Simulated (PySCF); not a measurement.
Choosing a molecule for a target property.

All species are isolated and taken at one optimised geometry, non-relativistic unless stated. Electronic properties by PySCF.

Dipoles, sizes and rotational constants follow the conformer. The torsions of the flexible species, by atom-mapped SMILES:
- `[CH2:1]=[C:2]=[C:3]([CH2:4][F:5])[CH2:6][F:7]`: C2–C3–C4–F5 -110°, C2–C3–C6–F7 -109°
- `[CH3:1][C:2](=[O:3])[C:4]([CH3:5])([CH3:6])[O:7][CH:8]=[O:9]`: C1–C2–C4–C5 105°, C2–C4–O7–C8 51°, C4–O7–C8–O9 2°
- `[CH:1]#[C:2][CH2:3][PH+:4]([CH2:5][CH3:6])[CH2:7][CH3:8]`: C2–C3–P4–C5 176°, C3–P4–C5–C6 -61°, C3–P4–C7–C8 170°
- `[CH2:1]=[C:2]([O:3][CH2:4][CH3:5])[O:6][C:7]([CH3:8])=[O:9]`: C1–C2–O3–C4 -9°, C2–O3–C4–C5 -172°, C1–C2–O6–C7 124°, C2–O6–C7–C8 176°

The conformers of `C=COC(=O)CCOC` aren't listed.

(1) Wanted: HOMO energy between -7.8 eV and -7 eV (PBE0/pcSseg-1) and HOMO–LUMO gap below 7 eV (PBE0/pcSseg-1), at GFN2-xTB geometries. Which candidate meets both?
A. `C=C(OCC)OC(C)=O`
B. `C=COC(=O)CCOC`
C. `C=C=C(CF)CF`
D. `CC(=O)C(C)(C)OC=O`
E. `C#CC[PH+](CC)CC`

Results:

(1) D. Computed values:
```csv
species,HOMO energy,HOMO–LUMO gap
C#CC[PH+](CC)CC,-12.04 eV,8.11 eV
C=C=C(CF)CF,-8.08 eV,7.74 eV
C=COC(=O)CCOC,-7.46 eV,7.05 eV
CC(=O)C(C)(C)OC=O,-7.33 eV,6.73 eV
C=C(OCC)OC(C)=O,-6.79 eV,6.91 eV
```
